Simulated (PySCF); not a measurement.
# Exercise with solution: refractive index and permittivity of the vapour

HfO, SMILES [O]=[Hf], multiplicity 1.

The structure is a stationary point at B3LYP-D3(BJ)/def2-TZVPD. The multiplicity is an assumed one; other spin states were not compared. The def2 effective core potentials stand for the cores of Hf; spin–orbit coupling is left out.

HF/def2-TZVPD (PySCF) gives a mean static polarisability of 92.7 bohr³ and a dipole moment of 4.12 D. Take an ideal gas at 298.15 K and 0.01 bar, whether or not the substance is that volatile.

### Question
Work out n − 1 in the optical limit and the static ε − 1.

### Answer

Polarisability volume α' = 92.7 × 0.148185 = 13.74 Å³. Number density N = p/kT = 2.43e-7 Å⁻³.
Dilute limit of Lorentz–Lorenz: n − 1 = 2π N α' = 2.1e-5.
Orientation term of Debye: μ²/(3kT) = 8.098 Å³ × μ²(D²) = 137.46 Å³.
ε − 1 = 4π N (α' + μ²/3kT) = 0.00046. Orientation of the dipole supplies 91 % of the static response; it can't follow optical fields. Vibrational polarisation and dispersion are left out.
